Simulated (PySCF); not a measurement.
Cd(Cl)(Et) (C2H5CdCl), SMILES C[CH2][Cd][Cl].

Geometry optimised at B3LYP-D3(BJ)/def2-SVP. The structure was generated by enumeration; whether it is a known compound was not checked. The def2 effective core potentials stand for the cores of Cd; spin–orbit coupling is left out. The values are those of a single conformer.

Two levels are set side by side: PBE/def2-TZVP (PySCF) and M06-2X/def2-TZVP (PySCF). Same geometry, gas phase. Differences are taken from unrounded values.

```json
[
 {"quantity": "orbital gap (eV)", "M06-2X": "8.31"},
 {"quantity": "highest occupied level (eV)", "M06-2X": "-8.65"},
 {"quantity": "lowest empty level (eV)", "M06-2X": "-0.34"},
 {"quantity": "dipole moment (D)", "M06-2X": "3.55"},
 {"quantity": "mean polarisability (bohr³)", "M06-2X": "67.0"}
]
```

Task: What does PBE give, and how far is it from M06-2X? (The exact figures need the calculation; the answer reports its results.)

Result: 
| quantity | PBE | PBE minus M06-2X |
|---|---|---|
| orbital gap (eV) | 4.89 | -3.42 |
| highest occupied level (eV) | -6.66 | 1.99 |
| lowest empty level (eV) | -1.76 | -1.42 |
| dipole moment (D) | 3.55 | 0.00 |
| mean polarisability (bohr³) | 71.9 | 4.9 |

PBE's occupied levels lie high since its potential decays too fast outside the molecule; exact exchange lowers them and widens the gap. PBE's more diffuse valence density responds more strongly to a field. Differences between two approximate levels are no errors against the true value.

Rough cost on one machine, each run with all the roots and properties that it gave: M06-2X against PBE about 3 times.
